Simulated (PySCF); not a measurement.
Radial density of Zn (zinc, neutral)

UHF, [Ar] 3d10 4s1 4p1, 4s spin antiparallel (an excited configuration). Calculation: PySCF 2.14, in aug-cc-pVDZ-PP with ECP10MDF (5s5p4d2f, 54 functions); a scalar-relativistic core potential. This is the valence pseudo-density: the core potential removes the inner electrons and smooths the orbitals near the nucleus.

```json
{"r (bohr)": "0.00638", "4πr²ρ (e/bohr)": "1.257e-05", "4πr²(ρα − ρβ)": "0.0000"}
{"r (bohr)": "0.0107", "4πr²ρ (e/bohr)": "3.545e-05", "4πr²(ρα − ρβ)": "0.0000"}
{"r (bohr)": "0.0181", "4πr²ρ (e/bohr)": "0.0001058", "4πr²(ρα − ρβ)": "0.0000"}
{"r (bohr)": "0.0304", "4πr²ρ (e/bohr)": "0.0004764", "4πr²(ρα − ρβ)": "0.0000"}
{"r (bohr)": "0.0511", "4πr²ρ (e/bohr)": "0.005056", "4πr²(ρα − ρβ)": "0.0000"}
{"r (bohr)": "0.0859", "4πr²ρ (e/bohr)": "0.07082", "4πr²(ρα − ρβ)": "0.0003"}
{"r (bohr)": "0.145", "4πr²ρ (e/bohr)": "0.7106", "4πr²(ρα − ρβ)": "0.0029"}
{"r (bohr)": "0.243", "4πr²ρ (e/bohr)": "4.503", "4πr²(ρα − ρβ)": "0.0124"}
{"r (bohr)": "0.409", "4πr²ρ (e/bohr)": "17.80", "4πr²(ρα − ρβ)": "0.0023"}
{"r (bohr)": "0.688", "4πr²ρ (e/bohr)": "22.90", "4πr²(ρα − ρβ)": "0.0218"}
{"r (bohr)": "1.16", "4πr²ρ (e/bohr)": "7.442", "4πr²(ρα − ρβ)": "-0.0958"}
{"r (bohr)": "1.95", "4πr²ρ (e/bohr)": "1.405", "4πr²(ρα − ρβ)": "-0.3137"}
{"r (bohr)": "3.27", "4πr²ρ (e/bohr)": "0.5223", "4πr²(ρα − ρβ)": "-0.0368"}
{"r (bohr)": "5.51", "4πr²ρ (e/bohr)": "0.1675", "4πr²(ρα − ρβ)": "0.1185"}
{"r (bohr)": "9.26", "4πr²ρ (e/bohr)": "0.01798", "4πr²(ρα − ρβ)": "0.0180"}
{"r (bohr)": "15.6", "4πr²ρ (e/bohr)": "0.0003819", "4πr²(ρα − ρβ)": "0.0004"}
```

Energies and moments cover only the electrons outside the core potential. With the s spin flipped the determinant is a mixture of two multiplicities, not a spectroscopic state.
